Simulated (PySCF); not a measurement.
Cl$_{3}$FGe, SMILES `[F][Ge]([Cl])([Cl])[Cl]`, neutral singlet in the gas phase. 

Cartesian coordinates (Å):
SMILES: [Ge]([F])([Cl])([Cl])[Cl]
```xyz
5

F      0.0091    -0.0447     1.7629
Ge     0.0002    -0.0011     0.0410
Cl    -0.4740     1.9832    -0.5489
Cl    -1.4725    -1.3768    -0.6288
Cl     1.9372    -0.5607    -0.6262
```
Charge 0, spin multiplicity 1.

All levels are single points at this geometry (B3LYP-D3(BJ)/def2-TZVP); Pople sets use spherical d functions. Orbital energies aren't observables, and empty levels follow the basis.

```
level                            HOMO (eV)  LUMO (eV)  gap (eV)  dipole (D)  vertical IE, Delta-SCF (eV)
-------------------------------  ---------  ---------  --------  ----------  ---------------------------
B3LYP-D3(BJ)/def2-TZVP in PySCF      -9.52      -2.62      6.90        0.95                        11.74
B3LYP/6-31G* in PySCF                -9.46      -2.69      6.77        0.75                        11.73
M06-2X/6-31G* in PySCF              -11.16      -1.01     10.15        0.72                            –
SVWN5/6-31G* in PySCF                -8.41      -3.64      4.77        0.71                            –
HF/3-21G in PySCF                   -13.79       0.76     14.55        0.38                            –
HF/STO-3G in PySCF                  -11.68       4.90     16.58        0.95                            –
```
